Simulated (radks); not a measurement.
The numbers below are computed, except where a source is named.
The platinum anion Pt2-, [Hg], held by a Watson sphere: a shell of charge +2 at radius R that stands for the Madelung well of a crystal (potential energy -2/R inside, -2/r outside, in hartree with lengths in bohr). Code: a radial shooting solver on a logarithmic mesh with Libxc functionals. Model: scalar-relativistic Kohn-Sham, PBEsol, spin-unpolarised, spherical densities, point nucleus.

R (bohr)  e(5p) (eV)  e(6s) (eV)  e(5d) (eV)  <r> 5d (bohr)  sum of <r^2> (bohr^2)  X-ray form factor at sin(theta)/lambda = 0.2 1/angstrom
2.81         -54.786      -6.945      -5.863          1.814                  79.89                                                   66.196
3.28         -54.062      -6.278      -4.965          1.852                  84.36                                                   66.123
3.55         -53.687      -5.877      -4.508          1.869                  86.86                                                   66.104
3.95         -53.175      -5.299      -3.902          1.891                  90.49                                                   66.097
4.44         -52.617      -4.650      -3.263          1.912                  94.84                                                   66.104
6.4          -51.061      -2.793      -1.570          1.975                  113.0                                                   66.156
6.46         -51.028      -2.753      -1.535          1.976                  113.6                                                   66.157
